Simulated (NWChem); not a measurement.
Species: BeHSI; SMILES [Be]([I])[SH]

```xyz
4

Be     0.0218     1.1162     0.0000
I      0.0082    -1.0550     0.0000
S      0.0490     3.0218     0.0000
H     -1.3030     3.0992     0.0000
```
Atoms are numbered in this order, from 1.

All runs: NWChem. All runs use the structure optimised with PBE0/def2-SVP. def2 effective core potentials on I; no spin-orbit coupling. Ions are spin-unrestricted doublets at the neutral geometry; other ion states weren't tried.

Order these by “ΔSCF minus −ε(HOMO) (eV)”, lowest first: r2SCAN/def2-TZVP; PBE/def2-TZVP; B3LYP/def2-TZVP; PBE0/def2-TZVP.

PBE0/def2-TZVP (1.97), B3LYP/def2-TZVP (2.18), r2SCAN/def2-TZVP (2.72), PBE/def2-TZVP (2.83)
